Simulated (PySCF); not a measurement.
Cl₄Ta, charge +1, multiplicity 1. Atoms are numbered in the order given.

```xyz
5

Ta     0.0000     0.0000     0.0000
Cl     1.2905     1.2905    -1.2905
Cl    -1.2905     1.2905     1.2905
Cl    -1.2905    -1.2905    -1.2905
Cl     1.2905    -1.2905     1.2905
```
Charge +1, spin multiplicity 1.

Geometry optimised at PBE-D3(BJ)/def2-SVP. The multiplicity is an assumed one; no other spin state was optimised. The isomer is the one that the SMILES or the coordinates give; other isomers of the formula were not compared. The def2 effective core potentials stand for the cores of Ta; spin–orbit coupling is left out.

All values below come from HF/def2-TZVP in PySCF.

ESP charges are fitted to the potential on shells at 1.4 to 2.0 van der Waals radii. Atomic charges (e):

```csv
atom,ESP fit,Mulliken,Löwdin
Ta1,[?],1.65,0.09
Cl2,[?],-0.16,0.23
Cl3,[?],-0.16,0.23
Cl4,[?],-0.16,0.23
Cl5,[?],-0.16,0.23
```

Problem. Some entries are withheld; supply them. (An estimate is asked for; the answer gives what the named calculation found.)

Solution. 
- Ta1, ESP fit: 0.48
- Cl2, ESP fit: 0.13
- Cl3, ESP fit: 0.13
- Cl4, ESP fit: 0.13
- Cl5, ESP fit: 0.13
